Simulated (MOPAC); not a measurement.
MOPAC input (PM6):

```
PM6 FORCE THERMO(298,298) PRECISE LET GEO-OK AUX(PRECISION=9) THREADS=1
Ag2

Ag    0.00000000 1    0.00000000 1   -1.32177457 1
Ag   -0.00000000 1    0.00000000 1    1.32177457 1
```

From the last part of the output:

```
    Ag    2   0.873786   0.873786

          HEAT OF FORMATION =     100.339764 KCALS/MOLE

          ZERO POINT ENERGY       0.237 KCAL/MOL

           NORMAL COORDINATE ANALYSIS (Total motion = 1 Angstrom)

   Root No.       1

                 1 Sig

                 165.8

           1    0.5000
           2    0.0000
           3   -0.0000
           4   -0.5000
           5   -0.0000
           6    0.0000

           MASS-WEIGHTED COORDINATE ANALYSIS (NORMAL COORDINATES)

   Root No.       1

                 1 Sig

                 165.8

           1    0.7071
           2    0.0000
           3   -0.0000
           4   -0.7071
           5   -0.0000
           6    0.0000

          DESCRIPTION OF VIBRATIONS

 VIBRATION          1    1Sig        ATOM PAIR     ENERGY CONTRIBUTION    RADIAL
 FREQUENCY           165.82         Ag1 -- Ag2        +100.0% (100.0%)    100.0%
 TRANSITION DIPOLE   0.0000
 TRAVEL (Ang.)       0.0868
 REDUCED MASS       53.9340
 EFFECTIVE MASS    107.8680
 FORCE CONSTANT      0.8738

      SYMMETRY NUMBER FOR POINT-GROUP D*h =  2

          SYSTEM IS A GROUND STATE

 Ag2

          MOLECULE IS LINEAR

          THERE ARE  1 GENUINE VIBRATIONS IN THIS SYSTEM
          THIS THERMODYNAMICS CALCULATION IS LIMITED TO
          MOLECULES WHICH HAVE NO INTERNAL ROTATIONS

                    CALCULATED THERMODYNAMIC PROPERTIES
                                          *
   TEMP. (K)   PARTITION FUNCTION   H.O.F.    ENTHALPY  HEAT CAPACITY ENTROPY
                                   KCAL/MOL   CAL/MOLE    CAL/K/MOL  CAL/K/MOL

 298.00  VIB.     0.1815D+01                   386.4292     1.8844     2.4813
         ROT.     0.2315D+04                   592.1869     1.9872    17.3828
         INT.     0.4203D+04                   978.6161     3.8716    19.8641
         TRA.     0.3063D+28                  1480.4672     4.9680    42.0077
         TOT.                      100.340    2459.0833     8.8396    61.8718

   *: NOTE: HEATS OF FORMATION ARE RELATIVE TO THE
            ELEMENTS IN THEIR STANDARD STATE AT 298K
              (=  Standard Enthalpy of Formation).

            Hvib:  Zero-point energy is not included.
                   frequencies of less than zero cm-1 are not included.
            Hrot = (3/2)RT
            Htra = (3/2)RT + pV = (5/2)RT

            Heat capacity is Cp, not Cv

          For more information, see: HTTP://OpenMOPAC.net/Manual/thermochemistry.html

           FORCE CONSTANT IN CARTESIAN COORDINATES (Millidynes/A)

    ATOM   CHEMICAL       X               Y               Z
   NUMBER   SYMBOL  FORCE CONSTANT  FORCE CONSTANT  FORCE CONSTANT

      1      Ag        0.873786        0.000156        0.000156
      2      Ag        0.873786        0.000157        0.000157

 **********************
 *                    *
 * JOB ENDED NORMALLY *
 *                    *
 **********************

 == MOPAC DONE ==
```
